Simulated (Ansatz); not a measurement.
CH6ClGaN2, SMILES `N[CH](N)[GaH][Cl]` at its PBE0-D4/def2-TZVP geometry, where that method's forces vanish. The species carries charge 0 and has multiplicity 1.

```xyz
11

N     0.3978   -1.5611   -0.4911
C     0.3035   -0.3711    0.2865
N     0.5471    0.8705   -0.5553
Ga   -1.3095    0.7361    0.4666
Cl   -1.2095    2.0809    2.1687
H    -0.3612   -2.2037   -0.3310
H     1.2766   -2.0512   -0.3875
H     0.9687   -0.3195    1.1501
H     0.5677    0.6144   -1.5350
H     1.3692    1.4057   -0.3083
H    -2.5504    0.7990   -0.4637
```

(1) What forces (eV/Å) does ωB97M-V/def2-TZVPP give on these atoms in Ansatz 0.2.0? (Estimate.)

Results:

(1) Computed: 
```
N1   0.046 -0.248 -0.139
C2  -0.087  0.108  0.367
N3   0.077  0.164 -0.133
Ga4 -0.091 -0.030 -0.112
Cl5  0.008  0.009  0.018
H6   0.036  0.023 -0.006
H7  -0.051  0.021 -0.006
H8  -0.035 -0.011 -0.090
H9   0.024  0.016  0.039
H10 -0.034 -0.035 -0.026
H11  0.106 -0.017  0.088
```
